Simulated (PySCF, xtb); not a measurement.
C3H8BNO, SMILES C[C@H]1COB1N. One conformer was computed; it need not be the lowest.

Harmonic wavenumbers (cm⁻¹) from GFN2-xTB run with xtb at its own minimum, in rising order: 137, 160, 201, 285, 373, 453, 504, 553, 610, 751, 833, 909, 929, 1001, 1041, 1111, 1121, 1131, 1165, 1190, 1261, 1312, 1407, 1425, 1475, 1503, 1506, 1527, 2934, 2953, 2961, 3005, 3026, 3032, 3509, 3559.

What does PBE-D3(BJ)/def2-SVP in PySCF give at its own minimum? (Estimate from the structure and the level; the computed values follow.)

120, 161, 217, 298, 355, 368, 507, 591, 606, 731, 831, 855, 883, 966, 975, 1081, 1109, 1126, 1152, 1168, 1261, 1336, 1348, 1403, 1422, 1427, 1451, 1563, 2949, 2954, 2995, 3013, 3032, 3047, 3530, 3642. Paired by order, the mean absolute difference is 28 cm⁻¹ and the zero-point energies are 72.7 and 72.2 kcal/mol.
